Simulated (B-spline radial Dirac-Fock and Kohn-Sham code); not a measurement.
## Run log: Nd

ΔSCF core binding energies without Breit or QED terms, calculated with an atomic code on a B-spline grid. Keys: rel is the Hamiltonian (dirac, or spin-free x2c and nr, where L3 and M5 stand for the whole 2p and 3d shells), method is hf or an exchange,correlation pair (spin-unpolarised, also for the hole states), nuc the nuclear model, radius_factor scales its radius, rmax is the box in bohr, h the logarithmic mesh step, order the B-spline order, points the quadrature points per cell, c_factor scales the speed of light, and damp, ndamp, maxit and tol steer the iteration. The run stops when the commutator error falls below 10·tol·max(1, Z/10), or the numerical noise floor, and the energy has settled to about 1e-8 Ha; the virial ratio is −V/T.

Input (task.json):

```json
{"items": [{"Z": 60, "q": 0, "cfg": [[1, 0, 2], [2, 0, 2], [2, 1, 6], [3, 0, 2], [3, 1, 6], [3, 2, 10], [4, 0, 2], [4, 1, 6], [4, 2, 10], [4, 3, 4], [5, 0, 2], [5, 1, 6], [6, 0, 2]], "A": 142, "rrms": 4.9123, "do": "settings", "holes": ["K", "L3", "M5"],
  "settings": [{"rel": "dirac", "method": "hf", "nuc": "sphere", "radius_factor": 1.0, "rmax": 45.0, "h": 0.3, "order": 8, "points": 10, "c_factor": 1.0, "maxit": 60, "damp": 0.5, "ndamp": 3, "tol": 1e-08}]}]}
```

Command: `python xray2_run.py task.json out`

Ground-state iterations:

```
iter   energy (Ha)        error
   1    -9612.43872233  2.01e+00
   2    -9616.08662882  6.95e-01
   3    -9624.59788013  1.45e-01
   4    -9625.06558551  4.93e-02
   5    -9625.13077694  9.00e-03
   6    -9625.13511282  4.27e-03
   7    -9625.13586510  1.95e-03
   8    -9625.13600689  1.14e-03
   9    -9625.13604878  1.52e-04
  10    -9625.13605014  3.86e-05
  11    -9625.13605021  3.17e-06
  12    -9625.13605021  8.92e-07
  13    -9625.13605021  1.11e-07
```

The ground state converged in 13 iterations, with total energy -9625.13605 Ha, virial ratio 1.92741 and highest orbital energy -4.74 eV. ΔSCF binding energies: K (1s) 43746.4 eV, L3 (2p3/2) 6226.3 eV, M5 (3d5/2) 983.4 eV.
